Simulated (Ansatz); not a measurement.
Ansatz (a first-principles code) input (PBE0/def2-SVP):

Ansatz 0.2 input:
```yaml
crystal:
  periodic: [false, false, false]
  atoms:
    - {symbol: C, position_ang: [-1.61259136, 0.40663178, -0.40219212]}
    - {symbol: N, position_ang: [-0.48680089, 0.22901572, 0.50365645]}
    - {symbol: Si, position_ang: [1.06784238, -0.29760474, -0.00860457]}
    - {symbol: H, position_ang: [-2.15712442, -0.52205077, -0.61377441]}
    - {symbol: H, position_ang: [-1.25332781, 0.80154764, -1.35485802]}
    - {symbol: H, position_ang: [-2.32248028, 1.13263313, 0.00054847]}
    - {symbol: H, position_ang: [-0.76188637, 0.02694766, 1.45217567]}
    - {symbol: H, position_ang: [1.11728838, -1.67941446, -0.56648322]}
    - {symbol: H, position_ang: [1.54781706, 0.60912910, -1.07978999]}
    - {symbol: H, position_ang: [1.96307436, -0.24522663, 1.17020302]}
basis:
  gaussian:
    orbitals: def2-SVP
hamiltonian:
  xc: {name: PBE0}
```

Output:

```
Functional definition: PBE0
integrals: 0.03 GiB planned
932 factors; their error is unknown
0.15 GiB of the device are held for the grids
0.25 GiB of device memory are held for the factors and their scratch space
mean field: 0.21 GiB planned
mean field evaluation 1: about -10503.0836 eV, gradient 4.7e1 eV
mean field evaluation 2: about -10498.1188 eV, gradient 6.5e1 eV
mean field evaluation 4: about -10507.8611 eV, gradient 2.5e0 eV
mean field evaluation 8: about -10507.9137 eV, gradient 2.6e-2 eV
mean field -10507.91367543 eV, -386.1587050524 hartree, gradient 2.9e-5 eV, S^2 0.000000; 0 other end points of the search recorded, 0 dependent functions left out
reference -10507.91370185 eV, -386.1587060233 hartree; 17, 17 occupied and 64, 64 virtual orbitals, 932 factors
Total energy: -10507.91370185 eV, -386.1587060233 hartree
```
